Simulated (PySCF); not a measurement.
# What a mistake does to a calculation on BCH6Si anion

These are calculations, not measurements. They come from PySCF 2.14.0, an open-source quantum chemistry program, on an isolated molecule that a program drew, which may never have been made. The molecule is BCH6Si anion (charge -1, singlet), drawn as the SMILES string `CB[SiH2-]`.

Each row is a Hartree-Fock (HF) and frozen-core CCSD(T) single point in the aug-cc-pV(D+d)Z basis, meant for a local HF minimum. Run 1 is clean. Each other run has one planted mistake out of seven kinds, and not every kind appears here: one electron removed, one electron added, multiplicity raised by two, geometry at a saddle point, minimal basis STO-3G, one bond length entered in bohr, all coordinates scaled. The reference is restricted for singlets and unrestricted otherwise, and also for a bond in bohr. Adding or removing an electron swaps singlet and doublet. Electrons count all cores. HOMO and LUMO are orbital energies over both spins, the gradient is its largest component, and the lowest frequency (negative if imaginary) is given only where the gradient is small. Bond lengths are over the 8 bonds as drawn. T1 is the CCSD diagnostic: over 0.02 (restricted) or 0.045 (unrestricted) a single reference is doubtful.

Geometry of the clean run:
```xyz
9
BCH6Si anion, angstrom
C     0.2158   -0.1978    1.2017
B     1.6312    0.4454    0.7895
Si    2.1649    2.3052    1.0695
H    -0.3469   -0.5473    0.3270
H     0.3961   -1.0880    1.8205
H    -0.4312    0.4738    1.7723
H     2.3222   -0.2663    0.0791
H     3.6586    2.5040    1.1497
H     1.6276    2.9085    2.3475
```

| run | electrons | basis functions | <S^2> | HOMO (eV) | LUMO (eV) | gradient (hartree/bohr) | lowest frequency (cm^-1) | mean bond (Å) | longest bond (Å) | T1 | HF (hartree) | CCSD(T) (hartree) | mistake |
|---|---|---|---|---|---|---|---|---|---|---|---|---|---|
| 1 | 32 | 132 | 0.000 | -1.46 | 3.62 | 2.9e-05 | 164 | 1.3867 | 1.955 | 0.0229 | -354.94488 | -355.38437 | no fault |
| 2 | 32 | 132 | 2.013 | 0.01 | 3.82 | 1.9e-02 | - | 1.3867 | 1.955 | 0.0155 | -354.89776 | -355.31259 | multiplicity raised by two |
| 3 | 32 | 25 | 0.000 | 3.62 | 14.45 | 4.6e-02 | - | 1.3867 | 1.955 | 0.0375 | -350.63989 | -350.83772 | minimal basis STO-3G |
| 4 | 32 | 132 | 0.839 | -2.04 | 3.54 | 1.9e-02 | - | 1.5546 | 2.852 | 0.0693 | -354.85385 | -355.28577 | ? |

**Which mistake was planted in run 4, and what did it cost?**

The mean bond changes by a factor of 1.121 and the longest by 1.459, so the molecule wasn't scaled as a whole. A length L in bohr read as angstrom grows by (1/0.5292 - 1) L = 0.890 L. The 8 bonds together grew by 8 x 0.1679 = 1.343 Å, which gives L = 1.510 Å. That is the length of one of the H-Si bonds, 1.509 Å in the clean geometry. So the mistake is: one bond length entered in bohr. Subtracting run 1 and multiplying by 627.51 kcal/mol a hartree, the energy moved by 57.1 kcal/mol in HF and 61.9 kcal/mol in CCSD(T).

Cautions from the logs. Run 1: T1 is over the limit, so its CCSD(T) energy is less reliable; run 2: the HOMO is above zero, so the electron isn't bound and the energy depends on the basis; run 3: T1 is over the limit, so its CCSD(T) energy is less reliable and the HOMO is above zero, so the electron isn't bound and the energy depends on the basis; run 4: T1 is over the limit, so its CCSD(T) energy is less reliable.
